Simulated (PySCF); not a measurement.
CH10N2Si2, SMILES N([SiH2]CN)[SiH3]. Geometry: B3LYP-D3(BJ)/def2-SVP. This is a generated structure with no PubChem entry under its InChIKey; it may be hypothetical. The values are those of a single conformer.

Give the equilibrium geometry at B3LYP-D3(BJ)/def2-SVP (PySCF confirms it by a frequency run) as a Z-matrix. (The exact figures need the calculation; the answer reports its results.)

One answer among several that fit: 
```
N
H 1 1.0235
Si 1 1.7356 2 118.04
Si 1 1.7402 2 109.37 3 173.19
H 3 1.4915 1 107.53 2 -171.09
H 4 1.4919 1 110.82 2 148.11
H 3 1.4945 5 109.47 1 -120.70
H 3 1.4973 5 108.09 7 -116.06
H 4 1.5005 6 107.41 1 -124.55
C 4 1.8972 6 112.28 9 -119.07
H 10 1.1038 4 106.46 6 -51.51
H 10 1.1106 11 106.38 4 -119.56
N 10 1.4696 11 108.41 12 -124.52
H 13 1.0202 10 111.31 11 54.88
H 13 1.0208 14 106.17 10 -120.27
```
Charge 0, spin multiplicity 1.
